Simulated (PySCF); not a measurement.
Ga(F)2(NHMe) (CH4F2GaN), SMILES C[NH][Ga]([F])[F]. Geometry optimised at PBE-D3(BJ)/def2-SVP. The structure was generated by enumeration; whether it is a known compound was not checked. Other conformers were not sampled.

Level of theory: PBE-D3(BJ)/def2-SVP (PySCF).

Harmonic wavenumbers (cm⁻¹): 86, 92, 129, 174, 180, 298, 427, 617, 701, 715, 1058, 1095, 1127, 1334, 1401, 1414, 1443, 2926, 2985, 3059, 3535. Rotational constants (GHz): 5.655, 2.431, 1.719; symmetry number 1.

**Question.** Work out the zero-point energy and the ideal-gas rigid-rotor harmonic-oscillator thermochemistry at 298.15 K and 1 atm.

**Answer.** ZPE = ½ Σ hcν = ½ × 24793 cm⁻¹ = 35.44 kcal/mol. H − E(el) = 40.68 kcal/mol. Entropy in cal/(mol K): translation 40.67, rotation 27.01, vibration 18.64, total 86.32. G − E(el) = 14.95 kcal/mol. Cp = 24.54 cal/(mol K). Modes under 150 cm⁻¹ make the vibrational entropy uncertain.
